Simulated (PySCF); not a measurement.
Compound: C₄H₈FO₂S (doublet state).
Z-matrix (Å and degrees, GFN2-xTB geometry), rows numbered from 1:
```
C 
S   1  1.8180
O   2  1.4351  1  108.72
O   2  1.4361  1  108.57  3   129.33
C   2  1.8229  1  104.40  3  -115.68
C   5  1.5366  2  106.45  1   178.89
C   6  1.4716  5  112.56  2   177.18
F   7  1.3469  6  117.38  5    73.36
H   1  1.0818  2  108.18  3   178.90
H   1  1.0830  2  107.55  3   -61.81
H   1  1.0818  2  108.33  3    57.47
H   5  1.0859  2  108.09  1    58.96
H   5  1.0861  2  107.35  1   -61.12
H   6  1.0934  5  107.17  2   -61.40
H   6  1.0908  5  108.08  2    55.84
H   7  1.0756  6  125.01  5   -80.27
```

The hyperfine couplings belong to this conformer and change with its torsions.

The species is `CS(=O)(=O)CC[CH]F` [radical].

Method: PySCF, UKS B3LYP, pcH-1 on C F H O S, non-relativistic, mean-field spin-orbit, GIAO. The structure is a single GFN2-xTB conformer in the gas phase; no vibrational or solvent corrections. The geometry wasn't refined by DFT: couplings that depend on bond lengths, twists or pyramidal angles can differ widely from those at the functional's own minimum. No stability test was run, so a lower SCF solution isn't excluded.

Question: Where do the isotropic ENDOR lines of F8, H16, H14/H15, H12/H13 and H9/H10/H11 fall at 335.5 mT, to first order?

Answer: For S = 1/2 in fast tumbling each set of equivalent nuclei gives two lines, ν± = |νn ± a/2| to first order, with νn = g_N μN B/h and μN/h = 7.62259 MHz/T.

```csv
nuclei,isotope,g_N,νn (MHz),a_iso (MHz),lower line (MHz),upper line (MHz)
F8,19F,5.2577,13.45,160.30,66.70,93.59
H16,1H,5.5857,14.28,-50.93,11.18,39.75
H14/H15,1H,5.5857,14.28,31.75,1.59,30.16
H12/H13,1H,5.5857,14.28,-3.82,12.37,16.20
H9/H10/H11,1H,5.5857,14.28,0.65,13.96,14.61
```

Question: Which pairs are centred on the nuclear Larmor frequency, and which on half the coupling?

Answer: Centred on νn, since |a| < 2νn: H12/H13 and H9/H10/H11. Centred on |a|/2 and split by 2νn: F8, H16 and H14/H15.

Class means assume fast exchange of nuclei equivalent by connectivity; if that motion is slow, each nucleus keeps its own coupling. The 1H value of +31.7 MHz is a mean of couplings from 17.0 to 46.5 MHz in this one geometry, not an average over conformers.
